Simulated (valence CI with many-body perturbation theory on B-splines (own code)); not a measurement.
**E1 transitions of Zn23+**

Level of theory: configuration interaction combined with many-body perturbation theory (CI+MBPT): five valence electrons over a frozen Dirac-Fock core [He], radial functions for each j: 9 s, 9 p, 8 d, 6 f, 3 g, 1 h, with the one-electron correlation potential Σ1 (screened to all orders), the two-electron term Σ2, the three-electron term Σ3, Breit, model QED; selected single and double excitations, second order for the rest (own B-spline code, finite nucleus).

No measured levels were compared; by estimate levels of excited configurations hold to 0.05 to 0.15 % of their energy, terms of the ground configuration to about 0.5 %. Among the levels kept, up to 2200 cm⁻¹ of a level comes from second order outside the variational space, and about a tenth of that is noise between levels of different J, which matters for small intervals.

Lines 1 to 50 of 278 in falling wavelength, among levels below 1388.9 eV, chosen from the strongest by gf and those to the six lowest levels. Wavelengths and rates use the calculated energies, so an error of 900 cm⁻¹ moves a line at 440.6 Å by 0.4 % and its rate by three times that or more. Electric multipoles are in the length gauge, E1 and E2 with the static RPA response of the core. Weak lines are less certain than strong ones. Lines between different terms over intervals too small for the method are left out, as are lines whose strength nearly cancels. The highest levels of a list are the least certain.

Names give the largest LS component (configuration and term), which can be under half, so a name can repeat, a term be missing and a line seem to break the LS rules; names also repeat where a configuration has a term twice. Letters in brackets count levels of one name in rising energy.

```tsv
λ vac (Å)	Upper	Lower	A (s⁻¹)	S (a.u.)
440.6	2s2 2p2 3p 4P°_5/2	2s2 2p2 3s 2P_3/2	2.87e+08	7.25e-02
419.5	2s2 2p2 3p 4D°_3/2 [b]	2s2 2p2 3s 2P_1/2	4.75e+08	6.93e-02
415.9	2s2 2p2 3p 2S°_1/2	2s2 2p2 3s 4P_3/2	1.27e+09	9.04e-02
411.3	2s2 2p2 3p 4D°_1/2	2s2 2p2 3s 4P_1/2	1.97e+09	1.35e-01
409.8	2s2 2p2 3p 4D°_5/2	2s2 2p2 3s 4P_5/2	4.05e+08	8.25e-02
392.8	2s2 2p2 3p 2D°_3/2 [a]	2s2 2p2 3s 2P_3/2	5.96e+08	7.13e-02
389.2	2s 2p3 3p 4P_3/2	2s 2p3 3s 4S°_3/2	1.66e+09	1.93e-01
388.6	2s2 2p2 3p 4P°_5/2	2s2 2p2 3s 4P_5/2	1.15e+09	2.00e-01
376.9	2s 2p3 3p 4P_5/2	2s 2p3 3s 4S°_3/2	1.91e+09	3.03e-01
373.3	2s 2p3 3p 6P_3/2	2s 2p3 3s 6S°_5/2	2.71e+09	2.78e-01
371.5	2s2 2p2 3d 2P_3/2 [b]	2s2 2p2 3p 2P°_3/2 [b]	1.00e+09	1.02e-01
368.7	2s2 2p2 3p 4D°_3/2 [b]	2s2 2p2 3s 4P_3/2	1.47e+09	1.46e-01
366.7	2s2 2p2 3d 4D_5/2	2s2 2p2 3p 2F°_5/2	5.31e+08	7.75e-02
363.5	2s2 2p2 3d 2D_5/2 [c]	2s2 2p2 3p 2P°_3/2 [b]	1.42e+09	2.02e-01
362.8	2s2 2p2 3d 2P_1/2 [a]	2s2 2p2 3p 2P°_1/2 [a]	1.35e+09	6.39e-02
361.6	2s 2p3 3p 4P_1/2	2s 2p3 3s 4S°_3/2	2.30e+09	1.07e-01
360.4	2s 2p3 3p 6P_5/2	2s 2p3 3s 6S°_5/2	2.76e+09	3.83e-01
357.5	2s2 2p2 3p 2D°_5/2 [a]	2s2 2p2 3s 2D_3/2	1.90e+09	2.57e-01
346.3	2s2 2p2 3d 2F_7/2 [a]	2s2 2p2 3p 4D°_7/2	8.31e+08	1.36e-01
346.0	2s2 2p2 3d 2F_7/2 [c]	2s2 2p2 3p 2F°_7/2	4.13e+08	6.75e-02
343.9	2s2 2p2 3p 4P°_1/2	2s2 2p2 3s 2P_1/2	1.64e+09	6.59e-02
341.4	2s2 2p2 3p 2D°_3/2 [b]	2s2 2p2 3s 2D_5/2	2.51e+09	1.97e-01
338.8	2s2 2p2 3d 2D_3/2 [a]	2s2 2p2 3p 2P°_1/2 [a]	1.41e+09	1.08e-01
336.9	2s2 2p2 3d 4F_7/2	2s2 2p2 3p 4P°_5/2	7.29e+08	1.10e-01
335.5	2s2 2p2 3p 2D°_5/2 [a]	2s2 2p2 3s 2D_5/2	1.12e+09	1.25e-01
335.4	2s2 2p2 3p 2P°_1/2 [c]	2s2 2p2 3s 2S_1/2	3.80e+09	1.41e-01
331.1	2s2 2p2 3p 2D°_5/2 [b]	2s2 2p2 3s 2D_3/2	1.37e+09	1.47e-01
330.2	2s2 2p2 3d 2F_7/2 [c]	2s2 2p2 3p 2D°_5/2 [a]	2.88e+09	4.09e-01
330.0	2s2 2p2 3d 4F_9/2	2s2 2p2 3p 4D°_7/2	3.40e+09	6.03e-01
328.3	2s2 2p2 3p 4D°_5/2	2s2 2p2 3s 4P_3/2	2.72e+09	2.85e-01
324.3	2s2 2p2 3d 2G_9/2	2s2 2p2 3p 2F°_7/2	3.64e+09	6.13e-01
324.2	2s2 2p2 3p 4D°_7/2	2s2 2p2 3s 4P_5/2	4.20e+09	5.65e-01
323.9	2s2 2p2 3p 2P°_1/2 [b]	2s2 2p2 3s 2D_3/2	3.28e+09	1.10e-01
322.4	2s2 2p2 3d 4F_7/2	2s2 2p2 3p 4D°_5/2	2.76e+09	3.65e-01
321.4	2s2 2p2 3d 4F_5/2 [b]	2s2 2p2 3p 4D°_5/2	8.94e+08	8.79e-02
320.6	2s2 2p2 3p 2F°_7/2	2s2 2p2 3s 2D_5/2	4.35e+09	5.66e-01
319.9	2s2 2p2 3p 2D°_3/2 [a]	2s2 2p2 3s 2P_1/2	1.71e+09	1.11e-01
319.3	2s2 2p2 3d 2F_5/2	2s2 2p2 3p 2D°_3/2 [a]	2.88e+09	2.78e-01
317.1	2s2 2p2 3d 4F_5/2 [a]	2s2 2p2 3p 4D°_3/2 [a]	3.76e+09	3.55e-01
316.6	2s 2p3 3p 6P_7/2	2s 2p3 3s 6S°_5/2	4.77e+09	5.97e-01
314.6	2s2 2p2 3d 2P_1/2 [b]	2s2 2p2 3p 2P°_1/2 [b]	2.38e+09	7.32e-02
314.6	2s2 2p2 3p 4P°_5/2	2s2 2p2 3s 4P_3/2	1.31e+09	1.21e-01
314.6	2s2 2p2 3d 2D_5/2 [b]	2s2 2p2 3p 2D°_5/2 [b]	1.44e+09	1.33e-01
312.1	2s2 2p2 3p 2D°_5/2 [b]	2s2 2p2 3s 2D_5/2	2.86e+09	2.58e-01
311.4	2s2 2p2 3d 4D_5/2	2s2 2p2 3p 4S°_3/2	1.18e+09	1.06e-01
310.2	2s2 2p2 3d 2F_7/2 [b]	2s2 2p2 3p 2F°_5/2	3.63e+09	4.27e-01
309.3	2s2 2p2 3p 2P°_3/2 [a]	2s2 2p2 3s 2P_3/2	2.95e+09	1.72e-01
308.8	2s2 2p2 3p 4D°_3/2 [a]	2s2 2p2 3s 4P_1/2	4.53e+09	2.64e-01
307.4	2s2 2p2 3p 4S°_3/2	2s2 2p2 3s 4P_5/2	4.01e+09	2.30e-01
299.9	2s2 2p2 3d 4D_3/2	2s2 2p2 3p 4P°_1/2	2.69e+09	1.43e-01
```
